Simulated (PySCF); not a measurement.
**Polarisability and C₆ of Ge⁺ (germanium, charge +1)**

[Ar] 3d10 4s2 4p1, 2P determinant. Calculation: PySCF 2.14, in aug-cc-pwCVDZ-PP with ECP10MDF; scalar relativity through the core potential. Coupled (time-dependent) response in atomic units; α is the mean over directions. A double-zeta set is small for polarisabilities.

| method | mean α (bohr³) | α xx, yy, zz | C₆ (like pair) | S(−4) |
| --- | --- | --- | --- | --- |
| UHF | 19.95 | 18.96, 21.93, 18.96 | 117.7 | 145.5 |
| PBE | 19.22 | 17.69, 22.28, 17.69 | 109.8 | 144.9 |
| PBE0 | 19.21 | 17.90, 21.82, 17.90 | 110.5 | 140.1 |
| BHandHLYP | 19.03 | 17.79, 21.51, 17.79 | 109.2 | 136.0 |
| r2SCAN0 | 19.01 | 17.78, 21.46, 17.78 | 111.9 | 128.3 |

S(−4) is the Cauchy moment in α(ω) = α(0) + S(−4) ω² + …

Spin-orbit coupling is absent.

α(iu) at PBE:

```json
{"u (hartree)": "0", "α(iu) (bohr³)": "19.22"}
{"u (hartree)": "0.0500", "α(iu) (bohr³)": "18.86"}
{"u (hartree)": "0.100", "α(iu) (bohr³)": "17.89"}
{"u (hartree)": "0.200", "α(iu) (bohr³)": "14.93"}
{"u (hartree)": "0.300", "α(iu) (bohr³)": "11.85"}
{"u (hartree)": "0.500", "α(iu) (bohr³)": "7.363"}
{"u (hartree)": "0.750", "α(iu) (bohr³)": "4.430"}
{"u (hartree)": "1.00", "α(iu) (bohr³)": "2.963"}
{"u (hartree)": "1.50", "α(iu) (bohr³)": "1.660"}
{"u (hartree)": "2.00", "α(iu) (bohr³)": "1.116"}
{"u (hartree)": "3.00", "α(iu) (bohr³)": "0.6640"}
{"u (hartree)": "5.00", "α(iu) (bohr³)": "0.3546"}
```

For an ion, C₆ is the dispersion term alone; charge-induced terms of lower order in 1/R come first.

The components differ because the open shell of this determinant is not spherical; for a pure term their mean is the scalar polarisability.

Energies and moments cover only the electrons outside the core potential.
